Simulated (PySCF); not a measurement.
Species: C₇H₁₆FNSi.
Atom-mapped SMILES: `[CH3:1][C@@H:2]([CH2:3][F:4])[C@H:5]1[CH2:6][CH2:7][N:8]([SiH3:9])[CH2:10]1` (hydrogens: H11, H12, H13 on C1; H14 on C2; H15, H16 on C3; H17 on C5; H18, H19 on C6; H20, H21 on C7; H22, H23, H24 on Si9; H25, H26 on C10)

Structure used (PBE0-D3(BJ)/def2-SVP), in Å, numbered top down from 1:
```xyz
26
C7H16FNSi angstrom
C     -2.848   -0.125   -0.655
C     -1.692    0.639   -0.017
C     -2.108    1.095    1.369
F     -1.181    1.945    1.927
C     -0.406   -0.186   -0.001
C      0.086   -0.623   -1.383
C      1.558   -0.989   -1.168
N      1.933   -0.301    0.061
Si     3.521   -0.336    0.741
C      0.838    0.515    0.549
H     -2.630   -0.381   -1.701
H     -3.776    0.469   -0.648
H     -3.047   -1.066   -0.117
H     -1.505    1.553   -0.611
H     -2.232    0.227    2.042
H     -3.071    1.632    1.320
H     -0.580   -1.092    0.611
H     -0.490   -1.455   -1.812
H      0.002    0.230   -2.078
H      2.168   -0.682   -2.038
H      1.689   -2.082   -1.061
H      3.408   -0.071    2.208
H      4.110   -1.689    0.491
H      4.484    0.670    0.174
H      0.844    0.577    1.648
H      0.869    1.559    0.174
```

All values: PBE0/pcSseg-1 (PySCF, non-relativistic), on one gas-phase PBE0-D3(BJ)/def2-SVP geometry that isn't relaxed in the solvent. The solvent is an IEF-PCM continuum (cavity from Bondi-type radii × 1.2). Only the electrostatic response of the medium enters.

Gas phase at PBE0/pcSseg-1: HOMO -6.07 eV, LUMO 0.96 eV, dipole 2.94 D.

**Question.** What does the continuum do to the energy, the frontier levels and the dipole at PBE0/pcSseg-1 in tetrahydrofuran and water?

**Answer.** 
```tsv
solvent	ε	E(solvent) − E(gas) (kJ/mol)	polarisation term (kJ/mol)	distortion of the solute (kJ/mol)	HOMO (eV)	LUMO (eV)	dipole (D)
tetrahydrofuran	7.426	-10.78	-12.04	1.26	-6.04	0.96	3.60
water	78.36	-13.28	-15.24	1.96	-6.05	0.94	3.75
```

Polarisation term: ½ Σ q·V over the induced surface charges. Distortion: the rise of the solute's own energy as its density leaves the gas-phase optimum. From tetrahydrofuran to water the lowering changes by a factor 1.23, Onsager's factor (ε − 1)/(2ε + 1) by 1.21 and ε itself by 10.6.

**Question.** Which radius a makes the point-dipole formula ΔE = −[(ε − 1)/(2ε + 1)]·μ²/a³ give the value in water, with the gas-phase dipole?

**Answer.** μ = 1.158 au and |ΔE| = 0.00506 Eh give a = 2.68 Å; the farthest nucleus lies 4.54 Å from the centroid of the nuclei, so such a sphere wouldn't even hold the nuclei. The formula assumes a rigid point dipole at the centre of a sphere.

**Question.** Give the dipole vector in the frame of the coordinates (D, pointing from negative to positive charge), gas and water.

**Answer.** Gas (-2.43, -0.99, -1.33), solvent (-3.08, -1.29, -1.70). Its length changes by +27 % and its direction by less than 1°.

**Question.** Which Hirshfeld charges (PBE0/pcSseg-1) respond most in tetrahydrofuran (means over atoms taken as equivalent)?

**Answer.** 
```tsv
atoms	environment	gas (e)	solvent (e)	change
F4	alkyl fluorine	-0.102	-0.116	-0.014
H16	methylene hydrogen	+0.043	+0.048	+0.005
H15	methylene hydrogen	+0.040	+0.045	+0.005
H18	methylene hydrogen	+0.041	+0.045	+0.004
H22/H23/H24	Si–H hydrogen	-0.086	-0.089	-0.003
Si9	SiH3 silicon	+0.335	+0.332	-0.003
```

**Question.** Which Mayer bond orders change most in tetrahydrofuran?

**Answer.** 
```csv
bond,length (Å),gas,solvent,change
C3–F4,1.376,0.884,0.865,-0.019
N8–Si9,1.728,0.974,0.987,+0.013
C7–N8,1.457,0.914,0.907,-0.007
Si9–H24,1.503,0.893,0.888,-0.005
C6–H18,1.099,0.946,0.943,-0.003
C1–C2,1.526,1.034,1.037,+0.003
N8–C10,1.450,0.909,0.907,-0.002
C1–H12,1.101,0.962,0.960,-0.002
```
